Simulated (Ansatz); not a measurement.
Isomers of CH$_{9}$BSiSn, relaxed with PBE0-D4/def2-TZVP in Ansatz; electronic energies, one conformer each and not always the lowest. Functionals use def2-TZVPP; CBS adds triple-zeta CCSD(T) − MP2 to the MP2 limit of def2-TZVPP and def2-QZVPP.

Elements past krypton have def2 core potentials. Outer-core shells of Sn are correlated without core-valence functions. Spin–orbit coupling is left out.

**Question.** Order them by energy at frozen-core CCSD(T)/CBS, lowest first. (An estimate is asked.)
A. `[CH3][SnH2][BH][SiH3]`
B. `[SiH3]B[CH2][SnH3]`
C. `C[B]([SiH3])[SnH3]`

**Answer.** B (0.0 kcal/mol), C (5.2 kcal/mol), A (10.4 kcal/mol).

**Question.** How do B3LYP-D4, PBE-D4, PBE0-D4, HF/CBS(def2) place them (kcal/mol, against `[SiH3]B[CH2][SnH3]`)? (Best estimate.)

**Answer.** Ansatz gave: 
| isomer | B3LYP-D4 | PBE-D4 | PBE0-D4 | HF/CBS(def2) |
| --- | --- | --- | --- | --- |
| `C[B]([SiH3])[SnH3]` | 3.7 | 3.5 | 3.6 | 2.4 |
| `[CH3][SnH2][BH][SiH3]` | 10.9 | 11.7 | 11.5 | 7.6 |

B3LYP here is the variant with VWN-RPA as its local correlation; programs differ in this.
